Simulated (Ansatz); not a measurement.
Energy needed to pull apart GeSiH4O (SMILES O=[SiH][GeH3]), closed shell, into free ground-state atoms, from the structure below (displaced at random from a GFN2-xTB minimum); no zero-point or spin–orbit terms; open-shell atoms are treated unrestricted, in their ground-state multiplicity.

O1  (-1.500, -1.647, 1.189)
Si2  (-0.762, -1.090, 0.000)
Ge3  (0.563, 0.773, -0.030)
H4  (-0.840, -1.816, -1.305)
H5  (0.383, 1.552, -1.286)
H6  (0.288, 1.758, 1.039)
H7  (2.019, 0.591, 0.188)
(Å)

Program: Ansatz 0.2.0. Basis: def2-TZVPP. Cores are frozen in the correlated methods. Filled d shells of the heavier atoms are correlated. The def2 sets are not built for correlating such inner shells, so the correlated values are less sure here.

```csv
method,atomization energy (eV)
PBE-D4,21.09
r2SCAN-D4,21.14
B97M-V,21.32
PBE0-D4,20.61
LC-wPBE,?
wB97M-V,20.94
HF,14.23
MP2,?
CCSD,20.20
CCSD(T),20.59
```

Q: What does LC-wPBE give? (Judge from chemistry; the value comes from the calculation.)

A: By the calculation: 20.70 eV, which is about 0.11 eV more than CCSD(T)/def2-TZVPP.

Q: What does MP2 give? (Judge from chemistry; the value comes from the calculation.)

A: The calculation gives: 20.80 eV, which is about 0.21 eV more than CCSD(T)/def2-TZVPP.

In triple zeta the MP2 and coupled-cluster atomization energies are still short of their basis limit by a few kcal/mol a bond, whereas those of the functionals are nearly converged, so these differences are not deviations from converged CCSD(T).

No T1 diagnostic of these runs exceeds 0.018.

For scale, one of the runs: CCSD(T)/def2-TZVPP forces, 177 basis functions (an equivalent command: `ansatz run in.yaml --threads 4`). Time: 2.6 min of wall clock on 4 CPU threads; the host was shared. Peak host memory: 2.9 GiB.
